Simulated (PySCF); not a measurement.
CH7FOSi3, SMILES F[Si]1(O)[SiH2]C[SiH2]1.

Geometry optimised at ωB97X-D3(BJ)/def2-SVP. A frequency run showed that this geometry is not a minimum. The structure was generated by enumeration, and PubChem lists no compound with its InChIKey, so it may never have been made. The values are those of a single conformer.

Method: TDA-CAM-B3LYP/def2-SVPD (PySCF 2.14.0).

Vertical excitations. Isolated molecule, no solvent. State labels are in the subgroup Cs.

Computed excitation energies, oscillator strengths and character:
```tsv
state	symmetry	energy (eV)	λ (nm)	f	main pairs
S1	A"	4.86	255	0.010	HOMO→LUMO 96 %
S2	A"	5.62	221	0.090	HOMO→LUMO+1 93 %
S3	A"	6.26	198	0.065	HOMO→LUMO+2 91 %
S4	A"	6.71	185	0.013	HOMO−1→LUMO 92 %
S5	A"	6.83	182	0.011	HOMO→LUMO+3 84 %
S6	A'	7.11	174	0.016	HOMO−2→LUMO 93 %
S7	A'	7.21	172	0.104	HOMO→LUMO+4 77 %
S8	A"	7.30	170	0.006	HOMO−1→LUMO+1 53 %, HOMO→LUMO+5 18 %, HOMO−1→LUMO+2 11 %
S9	A"	7.54	164	0.202	HOMO→LUMO+5 66 %, HOMO−1→LUMO+1 19 %
S10	A'	7.57	164	0.022	HOMO→LUMO+6 68 %, HOMO→LUMO+4 13 %
T1	A"	4.11	301	0	HOMO→LUMO 97 %
T2	A"	5.04	246	0	HOMO→LUMO+1 85 %
T3	A"	5.79	214	0	HOMO→LUMO+2 70 %
T4	A'	6.21	200	0	HOMO−2→LUMO 82 %
```
Triplets are in the Tamm–Dancoff approximation.
